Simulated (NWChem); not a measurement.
System: C₂H₂N₂O; SMILES n1ncoc1

```xyz
7

C      0.0000    -1.0460     0.2605
N      0.0000    -0.6881    -0.9758
N      0.0000     0.6881    -0.9758
C      0.0000     1.0460     0.2605
O      0.0000     0.0000     1.1056
H      0.0000    -2.0507     0.6770
H      0.0000     2.0507     0.6770
```
Atoms are numbered in this order, from 1.

Program: NWChem. The geometry was optimised at PBE0/def2-SVP. Level: B3LYP/def2-SVP with SMD (1 M gas to 1 M solution), gas-phase geometry.

| solvent | dielectric constant | solvation free energy (kcal/mol) | cavity-dispersion-structure term (kcal/mol) | dipole in solution (D) |
|---|---|---|---|---|
| water | 78.4 | -6.8 | 2.4 | 4.12 |
| acetonitrile | 35.7 | -5.9 | 2.5 | 4.07 |
| acetone | 20.5 | -6.1 | 2.1 | 4.04 |
| dimethyl sulfoxide | 46.8 | -5.3 | 3.1 | 4.08 |
| cyclohexanone | 15.6 | -5.4 | 2.5 | 4.02 |
| tetrahydrofuran | 7.43 | -5.2 | 2.1 | 3.94 |
| methanol | 32.6 | -4.8 | 4.2 | 4.09 |
